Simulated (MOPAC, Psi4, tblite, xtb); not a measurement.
Approach curve of the dimer CO ··· H6Si2 (SMILES [C-]#[O+] and [SiH3][SiH3]). Monomers: optimised at B3LYP-D3(BJ) (def2-TZVP), held rigid. Orientation: a random orientation, not optimised. R is the distance of the centres of mass, along which the second monomer moves.

Geometry at R = 4.67 Å (first 2 atoms: monomer A):
```
10

C      0.5625     0.0000     0.0000
O     -0.5625     0.0000     0.0000
Si     4.2763    -2.4705     1.3978
Si     4.0220    -1.4385    -0.6918
H      4.9652    -3.7753     1.2467
H      2.9508    -2.7037     2.0211
H      5.0804    -1.6119     2.3012
H      3.2178    -2.2970    -1.5952
H      3.3332    -0.1336    -0.5407
H      5.3475    -1.2053    -1.3152
```

Methods: PM3, restricted, heats of formation (MOPAC); GFN1-xTB (xtb); GFN2-xTB (tblite); SAPT0/jun-cc-pVDZ, frozen core (Psi4).

Interaction energies in kcal/mol; the last columns give the difference from SAPT0:

```csv
R / Å,PM3,GFN1-xTB,GFN2-xTB,SAPT0/jun-cc-pVDZ,PM3 − SAPT0/jun-cc-pVDZ,GFN1-xTB − SAPT0/jun-cc-pVDZ,GFN2-xTB − SAPT0/jun-cc-pVDZ
4.08,2.30,-0.95,2.66,5.59,-3.29,-6.54,-2.94
4.26,1.52,-1.57,1.26,3.21,-1.69,-4.78,-1.96
4.47,1.04,-1.64,0.40,1.55,-0.50,-3.19,-1.15
4.67,0.80,-1.42,0.02,0.67,0.12,-2.09,-0.65
4.84,0.65,-1.16,-0.11,0.26,0.39,-1.42,-0.37
5.06,0.51,-0.84,-0.17,0.00,0.51,-0.84,-0.16
5.37,0.36,-0.52,-0.16,-0.13,0.49,-0.39,-0.03
5.65,0.27,-0.34,-0.12,-0.14,0.41,-0.19,0.02
6.14,0.17,-0.17,-0.06,-0.10,0.27,-0.07,0.04
6.87,0.09,-0.07,-0.01,-0.05,0.14,-0.02,0.04
7.89,0.04,-0.02,0.00,-0.02,0.06,0.00,0.03
9.19,0.02,-0.01,0.00,-0.01,0.03,0.00,0.01
```

PM3 is furthest from SAPT0/jun-cc-pVDZ at 4.08 (-3.29 kcal/mol, below); its mean absolute difference over the points is 0.66 kcal/mol.

GFN1-xTB is furthest from SAPT0/jun-cc-pVDZ at 4.08 (-6.54 kcal/mol, below); its mean absolute difference over the points is 1.63 kcal/mol.

GFN2-xTB is furthest from SAPT0/jun-cc-pVDZ at 4.08 (-2.94 kcal/mol, below); its mean absolute difference over the points is 0.62 kcal/mol.
